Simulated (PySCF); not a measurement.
CTe2, SMILES [Te]=C=[Te].

Geometry optimised at B3LYP-D3(BJ)/def2-TZVP. The def2 effective core potentials stand for the cores of Te; spin–orbit coupling is left out.

Two levels are set side by side: TDA-PBE/def2-SVPD (PySCF) and TDA-M06-2X/def2-SVPD (PySCF). Vertical, same geometry. The lowest singlet is HOMO→LUMO+1 50 %, HOMO−1→LUMO 50 % with PBE and HOMO→LUMO+1 50 %, HOMO−1→LUMO 50 % with the other functional; states are paired by order. Differences are taken from unrounded values.

| quantity | TDA-M06-2X |
|---|---|
| lowest singlet excitation (eV) | 2.25 |
| lowest triplet excitation (TDA) (eV) | 1.96 |
| first bright state (f over 0.05) (eV) | 5.27 |
| its oscillator strength | 1.48 |

What does TDA-PBE give, and how far is it from TDA-M06-2X? (Estimate from the structure and the level; the computed values follow.)


| quantity | TDA-PBE | TDA-PBE minus TDA-M06-2X |
|---|---|---|
| lowest singlet excitation (eV) | 2.46 | 0.21 |
| lowest triplet excitation (TDA) (eV) | 1.98 | 0.02 |
| first bright state (f over 0.05) (eV) | 5.23 | -0.04 |
| its oscillator strength | 1.24 | -0.24 |

Rough cost on one machine, each run with all the roots and properties that it gave: TDA-M06-2X against TDA-PBE about 7 times.
